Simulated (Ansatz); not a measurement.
Consider the ligand exchange at the Si–Br bond: `F[Si](F)(Cl)Br` + `S[SiH2]Cl` → `F[Si](F)(Cl)S[SiH2]Cl` + HBr.

Program: Ansatz. Geometries: PBE0-D4/def2-TZVP. ΔE: electronic, gas phase. CCSD(T)/CBS is the MP2 limit (def2-TZVPP, def2-QZVPP) plus CCSD(T) − MP2 in def2-TZVPP, frozen cores. DFT in def2-TZVPP. For Br outer-core shells are correlated without core-valence functions, which leaves a few kJ/mol of doubt a bond. Scalar relativity is left out up to krypton. One conformer a species, not always the lowest.

`F[Si](F)(Cl)Br`:

Z-matrix (Å, degrees):
```
Si
F 1 1.572
Cl 1 2.009 2 109.1
Br 1 2.171 2 109.4 3 -123.0
F 1 1.572 2 107.6 3 118.2
```

`S[SiH2]Cl`:

Z-matrix (Å, degrees):
```
Si
Cl 1 2.054
S 1 2.120 2 112.9
H 1 1.478 2 108.5 3 -116.6
H 1 1.479 2 106.5 3 122.3
H 3 1.344 1 94.3 2 70.4
```

`F[Si](F)(Cl)S[SiH2]Cl`:

Z-matrix (Å, degrees):
```
Si
F 1 1.579
Cl 1 2.015 2 108.1
F 1 1.575 2 107.9 3 -116.6
S 1 2.099 2 111.0 3 125.6
Si 5 2.141 1 100.0 2 -32.1
Cl 6 2.044 5 112.0 1 -59.8
H 6 1.475 5 111.1 1 61.0
H 6 1.477 5 103.8 1 -177.7
```

HBr:

Z-matrix (Å, degrees):
```
Br
H 1 1.420
```

```csv
level,ΔE (eV)
r2SCAN-D4,0.25
CCSD/CBS(def2),0.30
```

(1) What does CCSD(T)/CBS give? (Estimate.)

Largest T1 diagnostic among the species: 0.011.

## Answers

(1) Computed: +0.27 eV. The listed levels differ from it by -0.02, 0.03 eV.

In def2-TZVPP, CCSD(T) changes the Hartree–Fock value by −0.15 eV (the triples alone add −0.03 eV) and MP2 by −0.15 eV. The D4 term adds −0.14 eV with B3LYP and −0.08 eV with PBE0; it sums over pairs of atoms, weighted by their polarisabilities, and B3LYP, whose exchange is more repulsive, gets the larger term.

B3LYP here is the variant with VWN-RPA as its local correlation; programs differ in this.
